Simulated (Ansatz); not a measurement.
Start from `[CH3][AlH][OH]` and change one atom or group to get `[CH3][AlH][O][SiH2][GaH2]`.

Ansatz, PBE0-D4/def2-TZVP geometries, multiplicity 1. Each molecule was computed in one conformer, which needn't be the lowest.

Scalar relativity is left out up to krypton.

```csv
property,`[CH3][AlH][OH]`
LUMO energy (ωB97M-V/def2-TZVPP) / eV,1.11
HOMO energy (ωB97M-V/def2-TZVPP) / eV,-10.21
size of the dipole moment (B3LYP/def2-TZVPP) / D,0.61
HOMO–LUMO gap (ωB97M-V/def2-TZVPP) / eV,11.31
size of the dipole moment (PBE/def2-TZVPP) / D,0.50
LUMO energy (B3LYP/def2-TZVPP) / eV,-0.68
```

(1) Give the same properties after the change, and the shifts. (Best estimate.)

## Answers

(1) The calculation gave: 
```tsv
property	`[CH3][AlH][O][SiH2][GaH2]`	shift
LUMO energy (ωB97M-V/def2-TZVPP) / eV	-0.28	-1.39
HOMO energy (ωB97M-V/def2-TZVPP) / eV	-9.13	1.08
size of the dipole moment (B3LYP/def2-TZVPP) / D	1.15	0.54
HOMO–LUMO gap (ωB97M-V/def2-TZVPP) / eV	8.85	-2.46
size of the dipole moment (PBE/def2-TZVPP) / D	1.19	0.69
LUMO energy (B3LYP/def2-TZVPP) / eV	-2.25	-1.57
```

With PBE0 the HOMO rises by 0.88 eV and the LUMO falls by 1.54 eV, so the gap narrows by about 2.42 eV. PBE moves the HOMO by 0.65 eV and ωB97M-V by 1.08 eV. Dipoles are sizes alone; their direction can turn.

B3LYP here is the variant with VWN-RPA as its local correlation; programs differ in this.
